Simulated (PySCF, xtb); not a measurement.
PbS, SMILES [S]=[Pb] (connectivity only; charge and spin as stated), neutral, multiplicity 1.

GFN2-xTB in xtb 6.7.1 at its own geometry gives an orbital gap of 2.65 eV and a dipole moment of 7.42 D.

Geometry: B3LYP-D3(BJ)/def2-TZVP. The def2 effective core potentials stand for the cores of Pb; spin–orbit coupling is left out.

**Question.** What does HF/def2-TZVPD (PySCF) give? (An estimate is asked for; the answer gives what the named calculation found.)

**Answer.** gap 9.04 eV (levels -9.09 and -0.06 eV), dipole 5.21 D.
